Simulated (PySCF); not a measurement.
Geometries of 2 isomers of C7H7N, from PBE0-D3(BJ)/def2-SVP geometry optimisation, gas phase in PySCF. One conformer each, no zero-point energy, no frequencies.

Problem. Which isomer lies lower at this level?
A.
```xyz
15
angstrom
N     -1.588    2.485   -1.256
C     -1.073    1.535   -0.835
C     -0.438    0.358   -0.302
C      1.106    0.228   -0.269
C      0.893   -0.697    0.914
C     -0.377   -1.502    0.648
C     -0.926   -1.060   -0.695
C     -0.457   -0.112    1.208
H      1.576    1.172    0.038
H      1.585   -0.156   -1.184
H      1.636   -1.040    1.635
H     -0.571   -2.438    1.173
H     -0.508   -1.483   -1.623
H     -2.024   -1.109   -0.716
H     -0.911    0.308    2.104
```
B.
```xyz
15
angstrom
N      2.965   -0.590   -0.086
C      2.130    0.352    0.079
C      0.651    0.301    0.073
C     -0.058   -0.889   -0.139
C     -1.448   -0.895   -0.135
C     -2.152    0.291    0.081
C     -1.459    1.481    0.293
C     -0.066    1.484    0.288
H      2.484   -1.484   -0.240
H      2.544    1.361    0.253
H      0.483   -1.824   -0.309
H     -1.989   -1.830   -0.301
H     -3.245    0.285    0.084
H     -2.006    2.412    0.462
H      0.481    2.416    0.454
```

Solution. B. That is phenylmethanimine (`c1cc(ccc1)/C=N\[H]`), 54.9 kcal/mol below the other.

```csv
SMILES,atoms numbered as above,E (Eh),relative (kcal/mol),relative (kJ/mol),dipole (D)
[H]/N=C\c1ccccc1,[H]/[N:1]=[CH:2]\[c:3]1[cH:4][cH:5][cH:6][cH:7][cH:8]1,-325.08433,0.0,0.0,2.86
N#C[C@]12C[C@@H]3[C@H](C1)[C@@H]32,[N:1]#[C:2][C@:3]12[CH2:4][C@@H:5]3[C@H:6]([CH2:7]1)[C@H:8]23,-324.99679,54.9,229.8,4.20
```

As drawn, the lower has an aromatic ring, a C=N bond and an N–H bond, which the higher lacks; the higher has a three-membered ring, a four-membered ring and a C≡N group, which the lower lacks.
